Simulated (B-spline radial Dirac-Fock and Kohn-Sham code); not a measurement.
**V⁴⁺: eigenvalues, ΔSCF and the reference**

System: V⁴⁺, configuration [Ar] 3d1.

The density-functional columns are spherical, spin-unpolarised Dirac-Kohn-Sham results without Breit or QED terms: −ε is minus the orbital energy of the initial state and ΔSCF the difference of two total energies. The reference in the last column comes from ΔSCF Dirac-Fock with Breit, self-energy and vacuum polarisation, finite nucleus, configuration average. All numbers are from a radial atomic solver, in eV; a selection of levels is shown.

```
level  PBE −ε  PBE ΔSCF  LDA −ε  LDA ΔSCF  Dirac-Fock
    K  5419.4    5560.6  5406.0    5546.7      5538.7
   L1   659.5     687.3   658.1     685.9       704.4
   L2   564.7     596.6   564.5     596.4       596.3
   L3   557.6     589.2   557.4     589.0       589.4
   M1   123.2     134.3   122.9     134.0       139.7
   M2   97.00     107.7   96.99     107.7       106.7
   M3   96.08     106.8   96.07     106.7       105.8
 M4,5   55.18     65.22   55.46     65.52       64.20
```

Q: Order the estimates of the K (1s) level by their distance from the Dirac-Fock value, nearest first.
A. LDA −ε
B. PBE −ε
C. PBE ΔSCF
D. LDA ΔSCF

A: D (8.0 eV), C (21.9 eV), B (119.3 eV), A (132.7 eV).

Values without a named source are computed, but for edge energies of neutral atoms, which are taken from tables.
